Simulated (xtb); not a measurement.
silacyclobutane (C₃H₈Si), SMILES C1C[SiH2]C1. All values are semi-empirical tight-binding results from xtb (GFN2-xTB unless named), good for trends rather than for accurate numbers. Geometry optimised at GFN2-xTB.

Computed properties:
```
Property                                        Result
---------------------------------------  -------------
point group as xtb finds it                         Cs
orbital gap                                    4.82 eV
dipole moment                                   0.32 D
zero-point energy                        61.1 kcal/mol
G − E(el) at 298.15 K (modified RRHO)    43.6 kcal/mol
static polarisability (D4 model)            62.2 bohr³
solvation energy, GFN2-xTB/ALPB(water)    0.4 kcal/mol
solvation energy, GFN2-xTB/ALPB(hexane)  -2.1 kcal/mol
```
